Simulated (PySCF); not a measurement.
**Dipole response of Bi (bismuth, neutral)**

[Xe] 4f14 5d10 6s1 6p3 7s1, high-spin 6S determinant (an excited configuration). Calculation: PySCF 2.14, in aug-cc-pVQZ-PP with one added diffuse shell each of s, p, d, f, g type with ECP60MDF (8s8p6d4f3g, 117 functions); a scalar-relativistic core potential. Coupled (time-dependent) response in atomic units; α is the mean over directions.

```
method  mean α (bohr³)  C₆ (like pair)   S(−4)
   UHF           726.1           17580  404800
   PBE           536.6           11350  223900
```

S(−4) is the Cauchy moment in α(ω) = α(0) + S(−4) ω² + …

α(iu) at PBE:

```
u (hartree)  α(iu) (bohr³)
          0          536.6
     0.0500          270.4
      0.100          121.1
      0.200          49.61
      0.300          30.34
      0.500          16.21
      0.750          9.633
       1.00          6.627
       1.50          3.906
       2.00          2.659
       3.00          1.491
       5.00         0.6558
```

A single London oscillator, α(iu) = α/(1 + u²/ω²), gives C₆ = (3/4) ω α². Matching the computed C₆ needs ω = 4 × 11350 / (3 × 536.6²) = 0.0526 hartree.

Energies and moments cover only the electrons outside the core potential. Spin-orbit coupling, which splits the p, d and f shells strongly at this Z, is absent. Spin-orbit coupling is strong in this species (close to jj coupling), so the high-spin LS determinant is a model state, not a physical level. The outer electron is Rydberg-like, and this basis confines it to a smaller radius and binds it less than a complete one would.
